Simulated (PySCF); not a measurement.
Method: PBE-D3(BJ)/def2-TZVP // PBE0-D3(BJ)/def2-TZVP run with PySCF 2.14.0. Isolated molecules, 0 K electronic values unless said otherwise. 

Reference species (SMILES): `[SnH3]` (neutral, multiplicity 2).

```yaml
dipole_moment: 0.27 D
```

Changed species: `[F][Sn]([F])[F]` (radical fragment; the reference has radical fragment).

Q: Give the shifts of the dipole moment.

A: the dipole moment rises by 2.54 D, to 2.81 D.
